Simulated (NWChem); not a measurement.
System: SiIF₃; SMILES [Si](F)(I)(F)F

Program: NWChem. Pople sets run with spherical d functions. Geometry: optimised at PBE0/def2-SVP (def2 core potentials past Kr).

For level PBE/6-311G**, non-relativistic:

highest occupied level (eV): -7.53
dipole (D): 1.29

Estimate the same quantities for level PBE/3-21G, non-relativistic.


* **highest occupied level (eV)**: -7.37
* **dipole (D)**: 0.59
